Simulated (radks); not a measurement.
Values are calculated unless marked as measured or tabulated.
Ionisation of Pm, [Xe] 4f5 6s2, to Pm+, [Xe] 4f5 6s1, under several functionals. Dirac Kohn-Sham, spin-unpolarised, spherical densities, point nucleus; open shells fill j = l - 1/2 first; a radial shooting solver on a logarithmic mesh with Libxc functionals. Known Delta-SCF values: exchange-only PBE 5.320 eV. What does AM05 give, and what is its highest occupied eigenvalue?

Answer. 5.823 eV by Delta-SCF; the 4f5/2 eigenvalue is -2.296 eV. NIST: 5.582 eV (measured).

Beside tabulated values, note that spin-unpolarised runs miss the spin-polarisation part of the exchange energy of open shells.
